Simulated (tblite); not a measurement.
Species: C3H7FOSi.
Atom-mapped SMILES: `[F:1][CH2:2]/[CH:3]=[CH:4]/[O:5][SiH3:6]` (hydrogens: H7, H8 on C2; H9 on C3; H10 on C4; H11, H12, H13 on Si6)

Computed with GFN2-xTB (tblite), gas phase: Langevin dynamics at 200 K from the optimised GFN2-xTB geometry, time step 0.5 fs, friction 0.01 fs⁻¹, 2000 steps. The instantaneous temperature is 2·E(kin)/(3Nk) with all 3N coordinates.

```tsv
t (fs)	T (K)	E(pot) above start (eV)	F1–C2 (Å)	C2–C3 (Å)	C3=C4 (Å)	C4–O5 (Å)	O5–Si6 (Å)	C2–H7 (Å)	F1–C2–C3–C4 (°)
0	167	0.000	1.382	1.491	1.326	1.335	1.634	1.097	115
25	100	0.188	1.349	1.481	1.315	1.342	1.641	1.122	111
50	190	0.142	1.363	1.504	1.317	1.316	1.627	1.110	101
75	123	0.215	1.405	1.485	1.345	1.312	1.664	1.090	91
100	182	0.216	1.389	1.500	1.331	1.307	1.652	1.076	91
125	181	0.303	1.405	1.481	1.297	1.307	1.645	1.088	87
150	184	0.222	1.365	1.503	1.331	1.328	1.661	1.115	89
175	159	0.267	1.419	1.518	1.332	1.333	1.604	1.099	81
200	159	0.292	1.369	1.513	1.345	1.361	1.647	1.079	84
225	125	0.331	1.385	1.485	1.326	1.364	1.607	1.103	81
250	172	0.325	1.390	1.490	1.320	1.367	1.620	1.115	84
275	145	0.315	1.416	1.484	1.320	1.350	1.643	1.087	87
300	163	0.173	1.400	1.504	1.322	1.342	1.640	1.104	83
325	153	0.229	1.364	1.506	1.344	1.327	1.607	1.093	71
350	116	0.256	1.375	1.482	1.351	1.343	1.653	1.096	63
375	222	0.180	1.402	1.479	1.321	1.335	1.628	1.116	60
400	218	0.203	1.414	1.533	1.311	1.366	1.627	1.089	55
425	127	0.306	1.384	1.499	1.348	1.329	1.630	1.065	61
450	152	0.298	1.354	1.518	1.357	1.345	1.620	1.098	67
475	230	0.141	1.387	1.499	1.323	1.360	1.633	1.106	69
500	122	0.302	1.431	1.492	1.313	1.336	1.614	1.084	66
525	136	0.308	1.361	1.506	1.322	1.336	1.687	1.081	66
550	127	0.319	1.379	1.484	1.337	1.305	1.619	1.114	69
575	165	0.258	1.423	1.506	1.347	1.319	1.642	1.090	69
600	156	0.240	1.421	1.487	1.336	1.313	1.640	1.092	71
625	179	0.293	1.359	1.497	1.327	1.356	1.637	1.118	81
650	162	0.274	1.373	1.516	1.340	1.354	1.599	1.115	82
675	119	0.320	1.399	1.490	1.340	1.326	1.658	1.065	91
700	238	0.215	1.393	1.511	1.325	1.334	1.636	1.074	79
725	200	0.356	1.388	1.479	1.316	1.320	1.665	1.130	78
750	270	0.228	1.391	1.517	1.337	1.332	1.651	1.123	81
775	170	0.390	1.377	1.464	1.321	1.342	1.633	1.073	84
800	210	0.283	1.356	1.485	1.334	1.354	1.645	1.077	88
825	219	0.207	1.410	1.476	1.338	1.356	1.627	1.093	92
850	153	0.387	1.441	1.474	1.310	1.355	1.604	1.113	105
875	263	0.264	1.375	1.468	1.334	1.364	1.636	1.085	112
900	253	0.354	1.377	1.494	1.334	1.324	1.596	1.063	117
925	209	0.346	1.433	1.486	1.327	1.332	1.640	1.090	124
950	213	0.363	1.421	1.516	1.299	1.372	1.633	1.115	129
975	250	0.274	1.351	1.467	1.323	1.345	1.630	1.126	139
1000	200	0.423	1.374	1.470	1.356	1.332	1.633	1.114	143
```

**Question.** From 500 fs on, how do temperature and potential energy compare with equipartition?

**Answer.** The mean temperature of these 21 frames is 191 K against the target 200 K, and the mean potential energy 0.30 eV against 33 × kT/2 = 0.28 eV for 33 classical harmonic modes. For 13 atoms in a canonical ensemble the temperature itself scatters by T·√(2/(3N)) = 45 K; here its standard deviation is 46 K. The whole run lasts only 10 friction times of 100 fs, so these averages carry a wide statistical error.

**Question.** What are the kinetic and total energies of the listed frame with the highest potential energy?

**Answer.** The one at 1000 fs, 0.423 eV above the start. Its kinetic energy is 3NkT/2 = 0.337 eV at 200 K, so the sum is 0.76 eV; over the listed frames the sum runs from 0.28 to 0.78 eV, since the thermostat adds and removes energy.

**Question.** How much do the listed bonds fluctuate from 500 fs on?

**Answer.** 
```
  bond  at the start (Å)  mean (Å)  standard deviation (Å)
 F1–C2             1.382     1.392                   0.027
 C2–C3             1.491     1.490                   0.017
 C3=C4             1.326     1.329                   0.013
 C4–O5             1.335     1.339                   0.017
O5–Si6             1.634     1.635                   0.021
 C2–H7             1.097     1.097                   0.020
```

The motion is classical and holds no zero-point motion.

The cost below is that of the whole dynamics run. Hardware: an Arm Neoverse V1 with one thread, shared host with 32 logical CPUs at a one-minute load of 12. Cost: 9.7 s of wall time, 0.18 GiB resident at most.
